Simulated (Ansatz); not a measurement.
ZnH2. The state is a singlet with charge 0. Geometry r2SCAN-D4/def2-TZVP.

```xyz
3

Zn    0.000    0.000    0.000
H     0.718   -1.300    0.375
H    -0.718    1.300   -0.375
```

(1) Estimate the orbital energies around the gap (eV) in Ansatz with PBE-D4/def2-SVP, revPBE-D4/def2-TZVP, r2SCAN-D4/def2-TZVP, PBE0-D4/def2-SVP, CAM-B3LYP-D4/def2-TZVP.

## Answers

(1) 
```
orbital  PBE-D4/def2-SVP  revPBE-D4/def2-TZVP  r2SCAN-D4/def2-TZVP  PBE0-D4/def2-SVP  CAM-B3LYP-D4/def2-TZVP
 HOMO−5           -10.97               -11.60               -12.01            -13.95                  -16.02
 HOMO−4           -10.97               -11.60               -12.01            -13.95                  -16.02
 HOMO−3           -10.90               -11.50               -11.91            -13.84                  -15.89
 HOMO−2           -10.90               -11.50               -11.91            -13.84                  -15.89
 HOMO−1            -8.10                -8.36                -8.67             -9.44                  -11.28
   HOMO            -6.57                -6.85                -7.17             -7.78                   -9.44
   LUMO             0.26                -1.33                -0.93              1.25                    0.06
 LUMO+1             0.26                -1.33                -0.93              1.26                    0.06
 LUMO+2             0.49                 0.22                 0.71              1.26                    1.84
 LUMO+3             1.74                 2.04                 3.43              2.53                    3.09
 LUMO+4             6.33                 2.39                 3.90              7.33                    3.93
 LUMO+5            14.66                 4.62                 5.77             16.32                    6.32
```
